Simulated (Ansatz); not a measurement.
Relaxation of C2H9BN2 (14 atoms, charge 0, multiplicity 1), to a largest force component of 0.015 eV/Å in at most 40 steps.

Theory: RKS PBE0/6-31G (Ansatz).

```xyz
14
Properties=species:S:1:pos:R:3:forces:R:3
C -1.925 -0.162 -0.800 -2.77 3.40 -1.22
N -0.693 -0.802 -0.974 2.45 -1.24 1.28
B 0.086 -0.695 0.306 2.47 0.59 -0.72
C 1.611 0.035 0.316 -3.74 -1.02 -0.86
N 1.518 1.157 1.211 -0.49 3.03 -0.20
H -1.818 0.981 -0.606 0.02 -1.79 -0.21
H -2.525 -0.200 -1.752 0.33 -0.01 0.78
H -2.535 -0.560 -0.001 -0.59 -0.13 0.60
H -0.878 -1.797 -1.092 0.14 -0.31 -0.58
H -0.306 -1.147 1.350 -0.28 0.06 0.04
H 2.292 -0.707 0.676 0.83 -0.45 0.22
H 1.808 0.369 -0.694 0.59 -0.42 -0.76
H 0.887 1.947 0.781 1.56 -1.94 1.21
H 2.465 1.551 1.306 -0.53 0.24 0.44
```

Question: Where does it end, and by what steps?

Answer: It converged. The force dipped under the threshold on the way, but the program's further checks kept it going. Limits of this set-up: no polarisation functions. After 20 steps the energy has fallen by 2.416 eV; H10 moved furthest, 1.99 Å.

| step | energy less start (eV) | largest force component (eV/Å) | accepted |
| --- | --- | --- | --- |
| 0 | 0.0000 | 3.736 | yes |
| 1 | -0.6373 | 1.319 | yes |
| 2 | -0.7684 | 0.656 | yes |
| 3 | -0.9674 | 0.581 | yes |
| 4 | -1.1977 | 1.369 | yes |
| 5 | -1.4582 | 1.998 | yes |
| 6 | -1.6977 | 1.933 | yes |
| 7 | -1.9319 | 1.590 | yes |
| 8 | -2.1187 | 1.255 | yes |
| 9 | -2.2709 | 0.540 | yes |
| 10 | -2.3201 | 0.760 | yes |
| 11 | -2.3363 | 0.512 | yes |
| 12 | -2.3637 | 0.256 | yes |
| 13 | -2.3924 | 0.161 | yes |
| 14 | -2.4135 | 0.087 | yes |
| 15 | -2.4093 | 0.193 | no |
| 16 | -2.4160 | 0.013 | yes |
| 17 | -2.4161 | 0.038 | yes |
| 18 | -2.4161 | 0.050 | yes |
| 19 | -2.4162 | 0.038 | yes |
| 20 | -2.4163 | 0.010 | yes |

```xyz
14
Properties=species:S:1:pos:R:3
C -2.249 -0.615 -0.807
N -0.798 -0.579 -0.684
B -0.068 0.123 0.280
C 1.512 0.040 0.334
N 2.090 1.051 1.203
H -2.684 0.024 -0.036
H -2.581 -0.247 -1.786
H -2.643 -1.630 -0.672
H -0.309 -1.134 -1.376
H -0.682 0.786 1.074
H 1.765 -0.960 0.728
H 1.917 0.054 -0.701
H 1.620 1.941 1.236
H 3.095 1.116 1.238
```

Run time: 84 s on 1 thread of Arm Neoverse V1 (shared host), peak memory 0.14 GiB.
